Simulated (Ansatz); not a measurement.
`O[SiH]([SiH3])N[SiH3]` → `N[SiH](O)[SiH2][SiH3]`  (isomerisation)

Program: Ansatz. Geometries: PBE0-D4/def2-TZVP. ΔE: electronic, gas phase. CCSD(T)/CBS adds triple-zeta CCSD(T) − MP2 to the extrapolated MP2 energy (def2 sets, frozen cores). DFT in def2-TZVPP. B3LYP here is the variant with VWN-RPA as its local correlation; programs differ in this. Each species was taken in one conformer, which may not be the lowest.

(1) Is it downhill or uphill in electronic energy at CCSD(T)/CBS, and by how much? (Best estimate.)

(2) What do these levels give: PBE-D4, B3LYP-D4, ωB97M-V, B2PLYP, r2SCAN, PBE0? (An estimate is asked.)

Largest T1 diagnostic among the species: 0.013.

## Answers

(1) Ansatz gave: Uphill: ΔE = +44.4 kJ/mol.

(2) The calculation gave: PBE-D4 26.0, B3LYP-D4 43.2, ωB97M-V 47.4, B2PLYP 44.7, r2SCAN 36.5, PBE0 29.0 kJ/mol.

In def2-TZVPP, CCSD(T) changes the Hartree–Fock value by −9.9 kJ/mol (the triples alone add −1.1 kJ/mol) and MP2 by −4.0 kJ/mol. The D4 term adds +4.2 kJ/mol with B3LYP and +2.2 kJ/mol with PBE0; it sums over pairs of atoms, weighted by their polarisabilities, and B3LYP, whose exchange is more repulsive, gets the larger term.
